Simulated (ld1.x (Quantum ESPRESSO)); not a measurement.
lead (Pb) TM: all-electron and pseudo phase curves

Pb (Z = 82), norm-conserving Troullier–Martins (Kleinman–Bylander form), made with ld1.x (Quantum ESPRESSO) 7.5 (PBE, scalar-relativistic). Core [Xe] 4f14, reference 5d10 6s2 6p1.5 (charge +0.5). Waves: 6p (bound): rc 2.00 bohr; 5d (bound): rc 1.75 bohr; 6s (bound): rc 1.85 bohr. Local part: the s channel. Core correction: none.

The phase is arctan(r·u′/u) with u = r·R(r), unwrapped; energies in Ry, scanned from -4 to 5 Ry. A pole is an energy at which the radial function vanishes at the test radius. The pseudo phase is shifted by a multiple of π to meet the all-electron one at the reference energy, and phase errors are pseudo minus all-electron; the curves can meet again beyond the range given. Levels narrower than the energy grid can be missing from the lists of poles.

```json
{"channel": "s", "radius (bohr)": "2.20", "reference energy (Ry)": "-1.14", "poles, all-electron": "1.91", "poles, pseudo": "1.68", "unbroken range about the reference energy with phases within 0.05 rad": "below 3.4", "phase error 1 Ry above the reference energy (rad)": "-0.005"}
{"channel": "p", "radius (bohr)": "2.20", "reference energy (Ry)": "-0.48", "poles, all-electron": "4.36", "poles, pseudo": "3.48", "unbroken range about the reference energy with phases within 0.05 rad": "below 3.2", "phase error 1 Ry above the reference energy (rad)": "-0.035"}
{"channel": "d", "radius (bohr)": "2.20", "reference energy (Ry)": "-1.82", "poles, all-electron": "-1.38", "poles, pseudo": "-1.37", "unbroken range about the reference energy with phases within 0.05 rad": "below 1.0", "phase error 1 Ry above the reference energy (rad)": "+0.009"}
```

Phases in the d channel:

```
E (Ry)  all-electron  pseudo
 -4.00         1.296   1.299
 -3.76         1.279   1.282
 -3.52         1.257   1.262
 -3.28         1.228   1.234
 -3.04         1.188   1.194
 -2.80         1.124   1.131
 -2.56         1.006   1.016
 -2.32         0.718   0.734
 -2.08        -0.221  -0.207
 -1.84        -1.165  -1.165
 -1.60        -1.456  -1.454
 -1.36        -1.577  -1.573
 -1.12        -1.646  -1.640
 -0.88        -1.693  -1.685
 -0.64        -1.729  -1.718
 -0.40        -1.760  -1.747
 -0.16        -1.789  -1.772
  0.08        -1.817  -1.796
  0.32        -1.846  -1.820
  0.56        -1.877  -1.845
  0.80        -1.913  -1.871
  1.04        -1.953  -1.901
  1.28        -2.002  -1.933
  1.52        -2.062  -1.971
  1.76        -2.140  -2.016
  2.00        -2.243  -2.070
  2.24        -2.384  -2.137
  2.48        -2.583  -2.223
  2.72        -2.857  -2.335
  2.96        -3.196  -2.484
  3.20        -3.539  -2.682
  3.44        -3.820  -2.935
  3.68        -4.026  -3.226
  3.92        -4.171  -3.513
  4.16        -4.276  -3.757
  4.40        -4.354  -3.947
  4.64        -4.414  -4.089
  4.88        -4.462  -4.195
```
